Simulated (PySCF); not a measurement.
Input file for PySCF: D3(BJ) and D4 dispersion corrections on H3NOSn (SMILES [NH2][Sn][OH]), a point of a torsion scan.

```python
from pyscf import gto
from pyscf.dispersion import dftd3, dftd4

mol = gto.M(
    atom='''
    N    -1.19622569   -0.04245896    0.18274805
    Sn    0.43647172   -1.14364955    0.79375627
    O     1.83234262   -0.22549350   -0.37128190
    H    -2.15277960   -0.15240874    0.49021390
    H    -1.18324171    0.71779421   -0.48430892
    H     1.67270931    0.17362358   -1.22251022
    ''',
    basis='def2-svp',
    charge=0, spin=0, verbose=0, max_memory=1800)
d3, d4 = {}, {}
for xc in ['hf', 'pbe', 'blyp', 'revpbe', 'tpss', 'r2scan', 'b3lyp', 'pbe0', 'bhlyp', 'camb3lyp', 'b2plyp']:
    d3[xc] = float(dftd3.DFTD3Dispersion(mol, xc=xc, version='d3bj', atm=False).get_dispersion()['energy'])
    print(f'D3(BJ) {xc:10s} {d3[xc]:14.8f} Eh')
for xc in ['hf', 'pbe', 'blyp', 'revpbe', 'tpss', 'r2scan', 'b3lyp', 'pbe0', 'bhlyp', 'camb3lyp', 'b2plyp']:
    d4[xc] = float(dftd4.DFTD4Dispersion(mol, xc={'camb3lyp': 'cam-b3lyp'}.get(xc, xc), atm=True).get_dispersion()['energy'])
    print(f'D4     {xc:10s} {d4[xc]:14.8f} Eh')
```

It printed:

```
D3(BJ) hf            -0.03132425 Eh
D3(BJ) pbe           -0.00360838 Eh
D3(BJ) blyp          -0.00825628 Eh
D3(BJ) revpbe        -0.00887419 Eh
D3(BJ) tpss          -0.00467717 Eh
D3(BJ) r2scan        -0.00095098 Eh
D3(BJ) b3lyp         -0.00684803 Eh
D3(BJ) pbe0          -0.00323108 Eh
D3(BJ) bhlyp         -0.00581033 Eh
D3(BJ) camb3lyp      -0.00312369 Eh
D3(BJ) b2plyp        -0.00341068 Eh
D4     hf            -0.01323549 Eh
D4     pbe           -0.00375950 Eh
D4     blyp          -0.00829458 Eh
D4     revpbe        -0.01066609 Eh
D4     tpss          -0.00505603 Eh
D4     r2scan        -0.00081899 Eh
D4     b3lyp         -0.00618335 Eh
D4     pbe0          -0.00314834 Eh
D4     bhlyp         -0.00514796 Eh
D4     camb3lyp      -0.00322316 Eh
D4     b2plyp        -0.00257999 Eh
```

The run finished.

Cost: around 0.020 core-seconds (rough).
